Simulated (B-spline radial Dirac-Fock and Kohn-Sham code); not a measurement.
# Form factor and incoherent scattering function of Co²⁰⁺

System: Co²⁰⁺ in the configuration [He] 2s2 2p3.

Input file task.json (cfg lists n, l and occupation; rrms is the nuclear radius in fm):

```json
{"items": [{
  "Z": 27,
  "q": 20,
  "cfg": [[1, 0, 2], [2, 0, 2], [2, 1, 3]],
  "A": 59,
  "rrms": 3.7875,
  "do": ["scatter"],
  "s": [0.0, 0.05, 0.1, 0.15, 0.2, 0.25, 0.3, 0.35, 0.4, 0.45, 0.5, 0.6, 0.7, 0.8, 0.9, 1.0, 1.1, 1.2, 1.4, 1.6, 1.8, 2.0, 2.5, 3.0, 3.5, 4.0, 5.0, 6.0],
  "pz": [0, 0.1, 0.13, 0.17, 0.23, 0.31, 0.4, 0.53, 0.71, 0.93, 1.2, 1.6, 2.2, 2.9, 3.8, 5.0, 6.6, 8.7, 12.0, 15.0, 20.0],
  "hv_scatter": [1000, 2000, 8047.8, 17479.3, 30000, 200000, 500000, 1000000]
}]}
```

Command: `python xray_run.py task.json out`

These are calculated numbers from a radial finite-basis atomic code; the model is relativistic Hartree-Fock (Dirac-Fock) wave functions, averaged over the configuration. f₀ is the Fourier transform of the spherical electron density, S the Waller-Hartree incoherent function, and s = sin θ/λ. The electron scattering factor follows from the Mott-Bethe formula f_e = 0.023934 Å⁻¹·(Z − f₀)/s².

```csv
s (Å⁻¹),f₀,S,f_e (Å)
0,7.000,0.000,–
0.05,6.994,0.008,191.525
0.1,6.978,0.030,47.921
0.15,6.950,0.067,21.328
0.2,6.912,0.119,12.020
0.25,6.863,0.185,7.711
0.3,6.804,0.264,5.371
0.35,6.735,0.355,3.959
0.4,6.656,0.458,3.043
0.45,6.569,0.572,2.415
0.5,6.474,0.696,1.965
0.6,6.260,0.968,1.379
0.7,6.022,1.266,1.025
0.8,5.763,1.581,0.794
0.9,5.489,1.904,0.636
1,5.207,2.227,0.522
1.1,4.921,2.544,0.437
1.2,4.635,2.850,0.372
1.4,4.082,3.412,0.280
1.6,3.573,3.893,0.219
1.8,3.123,4.291,0.176
2,2.739,4.612,0.145
2.5,2.049,5.162,0.096
3,1.653,5.502,0.067
3.5,1.426,5.750,0.050
4,1.279,5.957,0.038
5,1.065,6.298,0.025
6,0.877,6.548,0.017
```

f₀ starts at the number of electrons, 7, and has fallen to half at s ≈ 1.63 Å⁻¹. The sum of ⟨r²⟩ over the electrons is 0.3024 bohr². For an ion f_e diverges as s goes to zero, because of the net charge.
